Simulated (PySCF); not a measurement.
(Z)-2,3-difluorobut-2-ene (C4H6F2), SMILES C/C(F)=C(\C)F.

The structure is a stationary point at PBE-D3(BJ)/def2-SVP.

All values below come from PySCF with PBE-D3(BJ)/def2-SVP.

Frequencies are harmonic and unscaled.

```
mode  ν (cm⁻¹)  IR (km/mol)  moving atoms (share of kinetic energy)
----  --------  -----------  --------------------------------------
1          154          0.0                  H 46 %, F 30 %, C 24 %
2          155          0.7                                  H 96 %
3          184          0.0                          H 72 %, F 22 %
4          239          0.7                  F 50 %, C 36 %, H 15 %
5          329          1.3                  C 62 %, H 24 %, F 14 %
6          353          1.4                  F 49 %, C 29 %, H 22 %
7          402          1.3                  F 40 %, H 31 %, C 29 %
8          535          0.0                   C 77 %, H 15 %, F 8 %
9          543         12.5                  C 57 %, F 31 %, H 12 %
10         716         15.8                  C 50 %, F 31 %, H 19 %
11         926         10.6                  H 45 %, F 29 %, C 26 %
12         955          5.9                          H 68 %, C 25 %
13        1007          4.9                          H 67 %, C 33 %
14        1008          0.0                          H 65 %, C 35 %
15        1129        100.4                          C 64 %, H 29 %
16        1227        132.5                  C 63 %, F 20 %, H 18 %
17        1257         34.6                          C 61 %, H 31 %
18        1359         49.1                          H 66 %, C 32 %
19        1359          2.0                          C 52 %, H 48 %
20        1384          0.0                                  H 97 %
21        1388         14.2                                  H 97 %
22        1406          0.0                                  H 96 %
23        1406         12.1                                  H 95 %
24        1761         14.2                                  C 96 %
25        2965         36.7                                  H 97 %
26        2967          6.6                                  H 97 %
27        3032         15.9                           H 91 %, C 9 %
28        3032          0.0                           H 91 %, C 9 %
29        3098          9.5                           H 91 %, C 9 %
30        3105          6.9                           H 91 %, C 9 %
```
